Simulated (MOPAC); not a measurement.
MOPAC input (AM1):

```
AM1 PRECISE GNORM=0.05 LET XYZ GEO-OK AUX(PRECISION=9) THREADS=1
ClK

K    -0.00000000 1   -0.00000000 1   -1.27568738 1
Cl    0.00000000 1    0.00000000 1    1.42576825 1
```

Q: What heat of formation does the run end on?

A: -46.95 kcal/mol.
